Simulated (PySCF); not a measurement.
Species: `[H]/N=C/CCO[SiH2]C`. The columns A, B, C and D hold Mulliken, IAO, Hirshfeld and ESP-fitted charges (e) of one PBE0/pcSseg-1 density (PySCF), in a shuffled order. Coordinates in Å (GFN2-xTB); the density's dipole moment is (-1.64, 0.39, -0.21) D.

```json
{"atom": "C1", "x": "-2.723", "y": "1.049", "z": "-0.880", "A": "-0.214", "B": "-0.657", "C": "-0.630", "D": "-0.731"}
{"atom": "Si2", "x": "-2.028", "y": "-0.432", "z": "0.062", "A": "+0.403", "B": "+0.815", "C": "+0.820", "D": "+1.019"}
{"atom": "O3", "x": "-0.431", "y": "-0.313", "z": "-0.202", "A": "-0.217", "B": "-0.441", "C": "-0.646", "D": "-0.650"}
{"atom": "C4", "x": "0.588", "y": "-1.163", "z": "0.231", "A": "+0.014", "B": "+0.090", "C": "+0.061", "D": "-0.041"}
{"atom": "C5", "x": "1.948", "y": "-0.592", "z": "-0.175", "A": "-0.078", "B": "-0.125", "C": "-0.195", "D": "-0.284"}
{"atom": "C6", "x": "2.245", "y": "0.671", "z": "0.564", "A": "+0.054", "B": "+0.389", "C": "+0.012", "D": "+0.054"}
{"atom": "N7", "x": "3.333", "y": "0.809", "z": "1.171", "A": "-0.236", "B": "-0.746", "C": "-0.341", "D": "-0.441"}
{"atom": "H8", "x": "-3.804", "y": "1.065", "z": "-0.793", "A": "+0.042", "B": "+0.153", "C": "+0.132", "D": "+0.155"}
{"atom": "H9", "x": "-2.476", "y": "1.006", "z": "-1.936", "A": "+0.046", "B": "+0.160", "C": "+0.142", "D": "+0.162"}
{"atom": "H10", "x": "-2.347", "y": "1.989", "z": "-0.491", "A": "+0.045", "B": "+0.160", "C": "+0.141", "D": "+0.160"}
{"atom": "H11", "x": "-2.545", "y": "-1.708", "z": "-0.452", "A": "-0.090", "B": "-0.184", "C": "-0.128", "D": "-0.165"}
{"atom": "H12", "x": "-2.322", "y": "-0.367", "z": "1.500", "A": "-0.090", "B": "-0.186", "C": "-0.128", "D": "-0.165"}
{"atom": "H13", "x": "0.539", "y": "-1.283", "z": "1.320", "A": "+0.036", "B": "+0.046", "C": "+0.112", "D": "+0.123"}
{"atom": "H14", "x": "0.454", "y": "-2.153", "z": "-0.221", "A": "+0.040", "B": "+0.043", "C": "+0.117", "D": "+0.128"}
{"atom": "H15", "x": "1.918", "y": "-0.369", "z": "-1.244", "A": "+0.048", "B": "+0.064", "C": "+0.142", "D": "+0.156"}
{"atom": "H16", "x": "2.736", "y": "-1.319", "z": "0.020", "A": "+0.049", "B": "+0.070", "C": "+0.128", "D": "+0.158"}
{"atom": "H17", "x": "1.442", "y": "1.419", "z": "0.519", "A": "+0.039", "B": "-0.008", "C": "+0.099", "D": "+0.113"}
{"atom": "H18", "x": "3.464", "y": "1.699", "z": "1.648", "A": "+0.110", "B": "+0.358", "C": "+0.165", "D": "+0.249"}
```

Problem. Which column most likely holds the ESP-fitted charges?

Solution. B. Σ q r misses the density's dipole by 0.03 D (B), 1.00 D (A), 1.73 D (D), 2.45 D (C). Charges fitted to the outside potential are the only set here that is tied to the molecule's multipoles.

Problem. And the Hirshfeld charges?

Solution. A. The mean sizes are 0.103 e (A), 0.230 e (C), 0.261 e (B), 0.275 e (D), and Hirshfeld charges are commonly the smallest of these schemes.

As computed, A = Hirshfeld, B = ESP-fitted, C = Mulliken, D = IAO. Hydrogens on carbon: Hirshfeld +0.04 to +0.05, ESP-fitted -0.01 to +0.16, Mulliken +0.10 to +0.14, IAO +0.11 to +0.16 e.

The Mulliken scheme counts on each atom the diagonal of the density matrix times the overlap matrix over that atom's basis functions. The Hirshfeld scheme weights the molecular density at each point by an atom's share of the summed free-atom densities.

One conformer (not necessarily the lowest) at the GFN2-xTB geometry, without solvent, vibrations or thermal averaging.

The values belong to the conformer `[H]/[N:7]=[CH:6]/[CH2:5][CH2:4][O:3][SiH2:2][CH3:1]`: C1–Si2–O3–C4 -178°, Si2–O3–C4–C5 -176°, O3–C4–C5–C6 67°, C4–C5–C6–N7 129°.
